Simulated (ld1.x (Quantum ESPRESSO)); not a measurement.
## chromium: one change to an RRKJ potential, before and after

ld1.x (Quantum ESPRESSO) 7.5 input, shortened:

```
&input
   title='Cr', zed=24., rel=1, dft='PBE', iswitch=3,
   config='[Ar] 3d4.5 4s0 4p0'
 /
 &inputp
   pseudotype=2, tm=.false., rho0=0.01, lloc=2,
   nlcc=.true.
 /
3
3S  1  0   2.00   0.00  0.95  0.95  0.0
3P  2  1   6.00   0.00  1.15  1.15  0.0
3D  3  2   4.50   0.00  2.00  2.00  0.0
 &test
   configts(1)='3s2 3p6 3d4.5 4s0 4p0'
 /
```

Change: wave 3s (bound): rc 0.95 bohr becomes 3s (bound): rc 0.86 bohr.

Cutoffs: the cutoffs (Ry, on a coarse ladder) from which the occupation-weighted sum of valence levels, in a spherical-Bessel basis at the reference potential, stays within 10 and 1 mRy of its value at 400 Ry; they do not see the model core or the augmentation charge, which bear on the density cutoff. Errors are all-electron minus pseudo energies relative to the spin-unpolarised reference configuration.

Task: How do hardness, ghosts and transferability respond?

Result: The potential gets harder (140 Ry and 200 Ry → 180 Ry and 260 Ry); the errors of the 7 common tests hardly move; neither file shows a bound ghost. A smaller radius makes the pseudo-wave follow the all-electron one further in, where it bends more sharply, so more plane waves are needed.

```tsv
quantity	base	changed
cutoff, loose	140 Ry	180 Ry
cutoff, tight	200 Ry	260 Ry
loose cutoff by channel (10 mRy a level)	s 90 Ry, p 45 Ry, d 55 Ry	s 140 Ry, p 45 Ry, d 55 Ry
bound ghosts	none	none
error for 3s2 3p6 3d5 4s1 4p0, meV [ΔE -13.30 eV]	-350	-352
error for 3s2 3p6 3d5 4s0 4p0, meV [ΔE -6.40 eV]	-11	-11
error for 3s2 3p6 3d4 4s0 4p0, meV [ΔE 9.65 eV]	-6.9	-6.9
error for 3s1 3p6 3d5 4s1 4p0, meV [ΔE 66.95 eV]	-668	-674
error for 3s2 3p6 3d2 4s0 4p0, meV [ΔE 88.76 eV]	+637	+637
error for 3s2 3p6 3d4 4s2 4p0, meV [ΔE -13.40 eV]	-718	-724
error for 3s2 3p6 3d5 4s0 4p1, meV [ΔE -10.18 eV]	-166	-166
s: phases at 2.21 bohr within 0.05 rad from the reference energy up to (Ry; the scan ends near 5)	-1.9	-1.9
p: phases at 2.21 bohr within 0.05 rad from the reference energy up to (Ry; the scan ends near 5)	-1.3	-1.3
d: phases at 2.21 bohr within 0.05 rad from the reference energy up to (Ry; the scan ends near 5)	0.2	0.2
```
